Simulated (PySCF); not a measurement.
CH4BrInO2. Atoms are numbered in the order given.

```xyz
9

In     0.2319     0.3924     0.0000
Br    -0.3504    -2.0036     0.0000
O      2.1338     0.9741     0.0000
H      2.7314     0.2162     0.0000
O     -1.2404     1.7196     0.0000
C     -1.0113     3.1015     0.0000
H     -0.4594     3.4546    -0.8919
H     -1.9904     3.6115     0.0000
H     -0.4594     3.4546     0.8919
```
Charge 0, spin multiplicity 1.

Geometry optimised at PBE0-D3(BJ)/def2-SVP. The structure was generated by enumeration; whether it is a known compound was not checked. The def2 effective core potentials stand for the cores of In; spin–orbit coupling is left out. Other conformers were not sampled.

Calculation: PySCF with PBE/def2-TZVP.

ESP charges are fitted to the potential on shells at 1.4 to 2.0 van der Waals radii. Atomic charges (e):

| atom | Löwdin | ESP fit | Mulliken |
|---|---|---|---|
| In1 | 0.12 | 0.80 | 0.85 |
| Br2 | 0.12 | -0.27 | -0.32 |
| O3 | -0.28 | -0.62 | (withheld) |
| H4 | 0.16 | 0.33 | 0.31 |
| O5 | -0.05 | -0.44 | (withheld) |
| C6 | -0.40 | 0.07 | -0.21 |
| H7 | 0.11 | 0.05 | (withheld) |
| H8 | 0.11 | 0.04 | (withheld) |
| H9 | 0.11 | 0.05 | (withheld) |

Q: Complete the blanks. (An estimate is asked for; the answer gives what the named calculation found.)

A: 
- O3, Mulliken: -0.58
- O5, Mulliken: -0.41
- H7, Mulliken: 0.11
- H8, Mulliken: 0.13
- H9, Mulliken: 0.11
